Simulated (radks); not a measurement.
Results of a calculation; reference values are marked as such.
Question: Nb II, configuration [Kr] 4d4. Level of theory: scalar-relativistic Kohn-Sham, LDA (Slater exchange, Perdew-Zunger correlation), spin-polarised, spherical densities, point nucleus; open shells are filled with parallel spins first (spin-orbit coupling, left out, can overturn this in heavy ions) (a radial shooting solver on a logarithmic mesh with Libxc functionals). Some entries of the table are withheld. Estimate them.

orbital  occ.  eigenvalue (hartree)  <1/r> (bohr^-1)  <r> (bohr)
1s down     1             -690.4458            42.35     0.03613
1s up       1             -690.4456            42.35     0.03613
2s up       1             -96.79596            9.514      0.1582
2s down     1             -96.78408            9.514      0.1582
2p up       3             -86.52122            9.268      0.1378
2p down     3             -86.51207            9.268      0.1378
3s up       1             -16.31789            3.247      0.4441
3s down     1             -16.30940            3.247      0.4441
3p up       3             -12.96034            3.088      0.4465
3p down     3             -12.95110            3.088      0.4464
3d up       5              -7.45365            2.853      0.4334
3d down     5              -7.44105            2.854      0.4332
4s up       1              -2.40606            1.172       1.161
4s down     1              -2.33973            1.180       1.155
4p up       3                   (1)            1.028       1.307
4p down     3                   (2)            1.037       1.299
4d up       4              -0.37685           0.6590       2.040
4d down     0              -0.29526           0.6494       2.105

Answer: 
(1) 4p up eigenvalue (hartree): -1.53398
(2) 4p down eigenvalue (hartree): -1.46029
